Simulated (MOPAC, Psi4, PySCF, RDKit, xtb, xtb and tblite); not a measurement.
Two geometries of SMILES O=C[SiH2]S (CH₄OSSi), relaxed at GFN2-xTB with one dihedral held; other torsions can differ between them too.

Structure A

```
8

O      1.6032     1.6584    -1.9197
C      0.9964     0.6611    -1.6239
Si     0.2263     0.4101     0.1209
S     -0.7332     2.2656     0.5719
H      0.8960    -0.1555    -2.3672
H     -0.7925    -0.6249     0.0641
H      1.3039     0.1328     1.0621
H      0.0325     2.9968    -0.2271
```

Structure B

```
8

O      1.6191     1.6816    -1.8835
C      0.9846     0.6969    -1.6041
Si     0.2311     0.4169     0.1426
S     -0.1678     2.3866     0.8547
H      0.8576    -0.1027    -2.3609
H     -1.0180    -0.3176     0.0189
H      1.2261    -0.2646     0.9611
H      0.6078     2.9813    -0.0439
```

Problem. Which is lower in energy at the level DF-MP2 (frozen core)/cc-pVTZ // GFN2-xTB (Psi4), and by how much?

Solution. B is lower, by 2.10 kJ/mol (dihedral O1–C2–Si3–S4: 45° in A, 30° in B).

E(B) − E(A) in kJ/mol at the other levels, on the same two geometries: GFN2-xTB (xtb and tblite) -1.99; MMFF94 // GFN2-xTB (RDKit) 1.69; PBE/def2-TZVP // GFN2-xTB (Psi4) -2.19; PBE-D3(BJ)/def2-TZVP // GFN2-xTB (Psi4) -2.32; wB97X-D/def2-TZVP // GFN2-xTB (Psi4) -1.63; HF/cc-pVTZ // GFN2-xTB (Psi4) -0.42; UFF // GFN2-xTB (RDKit) 6.16; PM6, restricted, heats of formation // GFN2-xTB (MOPAC) -0.86; PM3, restricted, heats of formation // GFN2-xTB (MOPAC) 3.25; GFN1-xTB // GFN2-xTB (xtb) -2.43; restricted B3LYP/6-31G*, spherical d // GFN2-xTB (PySCF) -1.76; restricted M06-2X/6-31G*, spherical d // GFN2-xTB (PySCF) -2.40; restricted LDA (SVWN5)/6-31G*, spherical d // GFN2-xTB (PySCF) -4.41; restricted Hartree-Fock/LANL2DZ, with its core potentials past Ne // GFN2-xTB (PySCF) -0.37.
